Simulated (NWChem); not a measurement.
# SiH₂O, singlet; SMILES O[SiH]

```xyz
4

Si     0.1012    -0.6435     0.0000
H     -1.4581    -0.8532     0.0000
O      0.1011     1.0466     0.0000
H     -0.7680     1.4896     0.0000
```
Atoms are numbered in this order, from 1.

All runs: NWChem. Pople sets run with spherical d functions. Low-valent species are run as closed-shell singlets; no triplet was tried in these runs. Coordinates come from a PBE-D3(BJ)/def2-SVP optimisation.

### Question
Among these, which level gives the highest value of “highest occupied level (eV)”?
A) CAM-B3LYP/6-311G**
B) CAM-B3LYP/6-31G*
C) CAM-B3LYP/6-31+G*
D) CAM-B3LYP/STO-3G

### Answer
D, CAM-B3LYP/STO-3G. Values: CAM-B3LYP/6-31+G* -8.09; CAM-B3LYP/6-311G** -8.00; CAM-B3LYP/6-31G* -7.90; CAM-B3LYP/STO-3G -4.67
